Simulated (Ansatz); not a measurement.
Worked example: C3H10O2Si → CH5OSi + C2H5O

Species: C3H10O2Si `CCO[SiH2]OC`, singlet; CH5OSi `CO[SiH2]`, doublet; C2H5O (ethoxy radical) `CC[O]`, doublet. 

Shapes, held fixed at every level: PBE0-D4/def2-TZVP. Flexible molecules stand in one conformer, not always the lowest. Programs: Ansatz 0.2.0. The zero-point and thermal change to 298 K, harmonic and unscaled (PBE0-D4/def2-TZVP), is -20.2 kJ/mol.

At CCSD(T)/CBS estimate; 1 Eh = 2625.50 kJ/mol:

```
  species  energy (Eh)
C3H10O2Si  -559.674335
   CH5OSi  -405.273523
    C2H5O  -154.200452
```

**Question.** Work out ΔH(298 K) of the reaction at this level.

**Answer.** 
1. Products less reactants: (-405.273523) + (-154.200452) − [(-559.674335)] = 0.200360 Eh = +526.0 kJ/mol.
2. With the thermal change: +526.0 + (-20.2) = +505.8 kJ/mol.

Other levels give +359.3 (HF/def2-SVP) to +499.2 kJ/mol (MP2/def2-SVP). No measured value is set beside it here. Open shells run unrestricted unless RO is named. The CBS estimate extrapolates MP2 from def2-TZVPP and def2-QZVPP and adds CCSD(T) − MP2 in the triple-zeta set, cores frozen.
